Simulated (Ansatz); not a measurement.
Te6Mo3⁻. Charge -1, multiplicity 2. Geometry PBE-D4/def2-SVP, that of the neutral singlet; atoms count from 1.

```xyz
9

Mo    0.926   -0.839    0.002
Mo   -0.841   -0.179   -1.350
Mo   -0.383    1.390    0.835
Te    1.382   -3.454    0.053
Te    0.337   -0.448    2.563
Te    1.272    1.458   -1.400
Te   -2.849    0.861    0.057
Te    0.034   -2.532   -2.286
Te    0.120    3.742    1.526
```

In the def2 sets Mo, Te take a core potential; there is no spin–orbit coupling. Single mean-field runs in def2-TZVP are fitted with def2-universal-jkfit. The charge -1 doublet is spin-contaminated (final ⟨S²⟩ up to 0.89, 0.75 for a pure state).

Q: Estimate the Mulliken populations from the PBE0/def2-TZVP orbitals of Ansatz.

A: 
| atom | charge (e) | spin (α − β) | d electrons |
| --- | --- | --- | --- |
| Mo1 | 0.34 | -0.54 | 4.71 |
| Mo2 | 0.29 | 1.27 | 4.75 |
| Mo3 | 0.35 | 0.18 | 4.71 |
| Te4 | -0.32 | 0.09 | – |
| Te5 | -0.35 | 0.03 | – |
| Te6 | -0.11 | -0.06 | – |
| Te7 | -0.47 | 0.05 | – |
| Te8 | -0.30 | -0.01 | – |
| Te9 | -0.45 | 0.00 | – |
Mulliken values and Mayer orders depend strongly on the basis.

Q: Where does the spin sit?

A: Summed by element: Mo 0.90, Te 0.10, of 1 unpaired in all. Largest on single atoms: Mo2 1.27, Mo1 -0.54, Mo3 0.18.

Q: And the Mayer bond orders between bonded heavy atoms (over 0.3)?

A: Mo1–Mo2 1.97 (2.32 Å); Mo1–Mo3 0.71 (2.72 Å); Mo1–Te4 0.96 (2.65 Å); Mo1–Te5 1.06 (2.66 Å); Mo1–Te6 0.88 (2.71 Å); Mo1–Te8 0.42 (2.98 Å); Mo2–Mo3 0.61 (2.73 Å); Mo2–Te6 0.97 (2.67 Å); Mo2–Te7 1.00 (2.66 Å); Mo2–Te8 0.85 (2.68 Å); Mo3–Te5 1.12 (2.62 Å); Mo3–Te6 0.71 (2.78 Å); Mo3–Te7 1.10 (2.64 Å); Mo3–Te9 1.82 (2.50 Å); Te4–Te8 0.90 (2.85 Å).
